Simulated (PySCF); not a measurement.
Species: C6H5F3.
Atom-mapped SMILES: `[CH2:1]=[CH:2]/[CH:3]=[CH:4]\[C:5]([F:6])=[C:7]([F:8])[F:9]` (hydrogens: H10, H11 on C1; H12 on C2; H13 on C3; H14 on C4)

Structure optimised with GFN2-xTB, isolated species.

Task: What internal coordinates does the optimisation give?

Result: 
| bond | length (Å) |
| --- | --- |
| C1=C2 | 1.333 |
| C2–C3 | 1.439 |
| C3=C4 | 1.347 |
| C4–C5 | 1.440 |
| C5–F6 | 1.348 |
| C5=C7 | 1.341 |
| C7–F8 | 1.324 |
| C7–F9 | 1.329 |
| C1–H10 | 1.076 |
| C1–H11 | 1.078 |
| C2–H12 | 1.078 |
| C3–H13 | 1.083 |
| C4–H14 | 1.081 |

A selection of angles:
| angle | degrees |
| --- | --- |
| C1–C2–C3 | 122.0 |
| C2–C3–C4 | 128.2 |
| C3–C4–C5 | 128.4 |
| C4–C5–F6 | 120.4 |
| C4–C5–C7 | 123.2 |
| F6–C5–C7 | 116.4 |
| C5–C7–F8 | 125.8 |
| C5–C7–F9 | 123.4 |
| F8–C7–F9 | 110.8 |

Dihedral angles: C1–C2–C3–C4 180° (antiperiplanar); C2–C3–C4–C5 0° (synperiplanar); C3–C4–C5–F6 0° (synperiplanar); C4–C5–C7–F8 180° (antiperiplanar).

The C–F distances run from 1.324 Å (C7–F8, drawn single) to 1.348 Å (C5–F6, drawn single), a spread of 0.024 Å. The 9 heavy atoms lie in one plane (0.001 Å rms). The C–C distances run from 1.333 Å (C1=C2, drawn double) to 1.440 Å (C4–C5, drawn single), a spread of 0.107 Å. Of the pairs four or more bonds apart, F6···H12 is among the closest relative to their van der Waals radii: 2.23 Å, 84 % of the sum of Bondi's values.

Point group: Cs (every atom within 0.08 Å of its image). GFN2-xTB frequencies: not computed here. One conformer, not necessarily the lowest.
